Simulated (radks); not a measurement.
All-electron atom: neutral cadmium in [Kr] 4d10 5s2. Method: scalar-relativistic Kohn-Sham, LDA (Slater exchange, Perdew-Wang correlation), spin-unpolarised, spherical densities, finite nucleus; Fermi nuclear charge, rms radius 4.6087 fm; hard spherical wall at 12 bohr; computed with a radial shooting solver on a logarithmic mesh with Libxc functionals.

Local quantities along the radius. ELF = 1/(1 + alpha^2) is the electron localisation function; alpha = (tau - tau_W)/tau_unif compares the Pauli kinetic energy density with that of the uniform gas; r v_xc is r times the local exchange-correlation potential (hartree bohr); -r V(r) is the screened charge that the Kohn-Sham potential presents (atomic units). tau is taken from the large components.

r (bohr)    ELF    alpha   r v_xc  -r V(r)
0.00297   0.999  0.02590  -0.1250    47.29
0.003993  0.999  0.02929  -0.1607    47.05
0.005369  0.999  0.03504  -0.2042    46.72
0.007219  0.998  0.04502  -0.2556    46.28
0.009705  0.996  0.06333  -0.3137    45.70
0.01305   0.990   0.1000  -0.3751    44.95
0.01754   0.968   0.1819  -0.4338    43.98
0.02359   0.872   0.3830  -0.4826    42.76
0.03171   0.578   0.8539  -0.5196    41.23
0.04263   0.326    1.439  -0.5625    39.36
0.05778   0.415    1.187  -0.6495    37.03
0.07769   0.686   0.6770  -0.7699    34.34
0.1044    0.748   0.5799  -0.8627    31.23
0.1404    0.487    1.026  -0.8890    27.75
0.1888    0.320    1.459  -0.9364    23.97
0.2538    0.633   0.7615   -1.091    20.04
0.3413    0.767   0.5505   -1.172    16.20
0.4588    0.431    1.149   -1.059    12.68
0.6169    0.226    1.849   -1.001    9.476
0.8294    0.710   0.6391   -1.158    6.614
1.115     0.712   0.6356   -1.187    4.240
1.499     0.459    1.086   -1.056    2.604
2.032     0.275    1.623  -0.8971    1.597
2.732     0.322    1.452  -0.7784    1.049
3.673     0.488    1.024  -0.6527   0.7295
4.938     0.612   0.7958  -0.4871   0.5008
6.639     0.594   0.8275  -0.2991   0.3004
8.925     0.380    1.277  -0.1373   0.1373

On this mesh the ELF has minima near r = 0.043, 0.19, 0.53, 2.3 bohr, which separate the shells, and maxima near 0.090 (0.75), 0.34 (0.77), 0.97 (0.76), 5.7 (0.62).
